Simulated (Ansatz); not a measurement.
The cluster ZrTe2. The state is a singlet with charge 0. Geometry r2SCAN-D4/def2-TZVP, that of the charge +1 doublet.

```
atom    x (Å)    y (Å)    z (Å)
 Zr1  -0.7481   0.8675  -0.9905
 Te2  -0.4951  -1.4819   0.2338
 Te3   1.2433   0.6144   0.7567
```

In the def2 sets Te, Zr take a core potential; there is no spin–orbit coupling. A triplet lies near this restricted singlet, and broken spin symmetry wasn't tried. At PBE0-D4/def2-TZVP a triplet of charge 0 lies 0.49 eV below the restricted singlet at the same geometry. The structure comes from a short search, and lower isomers may exist.

Estimate the orbital energies around the gap (eV) in Ansatz with PBE-D4/def2-TZVP, r2SCAN-D4/def2-TZVP, PBE0-D4/def2-TZVP.


```tsv
orbital	PBE-D4/def2-TZVP	r2SCAN-D4/def2-TZVP	PBE0-D4/def2-TZVP
HOMO−5	-7.98	-8.26	-8.78
HOMO−4	-7.17	-7.45	-8.07
HOMO−3	-6.76	-6.98	-7.65
HOMO−2	-6.27	-6.52	-7.14
HOMO−1	-5.17	-5.33	-5.87
HOMO	-3.66	-3.79	-4.51
LUMO	-3.61	-3.58	-2.87
LUMO+1	-3.39	-3.22	-2.48
LUMO+2	-3.04	-2.93	-2.19
LUMO+3	-3.00	-2.79	-2.14
LUMO+4	-2.80	-2.66	-2.12
LUMO+5	-1.98	-1.82	-1.21
```
